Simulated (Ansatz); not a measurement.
Total energies of `B[C]1=[CH][InH]1`.

Z-matrix (Å, degrees):
```
B
In 1 2.832
C 1 1.559 2 62.1
H 1 1.207 2 120.5 3 -100.7
H 1 1.282 2 44.6 3 -180.0
H 1 1.207 2 120.5 3 100.7
C 2 2.692 1 60.1 3 0.0
H 7 1.067 2 119.8 1 180.0
```

Charge 0, multiplicity 1. Correlated methods include outer-core shells of In, which these sets cover unevenly. In: def2 effective core potential. The geometry is a stationary point of PBE0-D4/def2-TZVP. Basis def2-TZVPP, the Gaussian-basis code of Ansatz.

RPA on PBE orbitals: Hartree–Fock energy of these orbitals -291.89995 Eh, correlation -1.11031 Eh (frozen core).

| functional | energy without D4 (Eh) | D4 term (kJ/mol) |
| --- | --- | --- |
| LDA (SPW92) | -292.25750 | – |
| PBE | -293.45342 | -17.5 |
| revPBE | -293.62623 | -50.2 |
| r2SCAN | -293.60293 | -3.8 |
| B97M-V | -293.61652 | – |
| PBE0 | -293.46138 | -14.8 |
| r2SCANh | -293.58351 | -4.2 |
| r2SCAN0 | -293.55542 | -4.7 |
| HSE06 (plane-wave form) | -293.45363 | -13.9 |
| BHLYP | -293.45507 | -24.5 |
| CAM-B3LYP | -293.50969 | -15.2 |
| LC-ωPBE | -293.52906 | – |
| ωB97X-V | -293.54072 | – |
| B2PLYP | -293.28977 | – |

Question: Give the same for BLYP, B3LYP, ωB97M-V, PBE-QIDH. (Best estimate.)

Answer: The calculation gave: 
```tsv
functional	energy without D4 (Eh)	D4 term (kJ/mol)
BLYP	-293.51605	-38.6
B3LYP	-293.68111	-28.8
ωB97M-V	-293.49301	–
PBE-QIDH	-293.23454	–
```

B3LYP takes the VWN-RPA correlation (the form of Gaussian; ORCA's B3LYP/G). HSE06 is the plane-wave form, built on full-range PBE exchange. The double hybrids freeze the cores in their second-order part.

LC-ωPBE has ω = 0.4 bohr⁻¹.
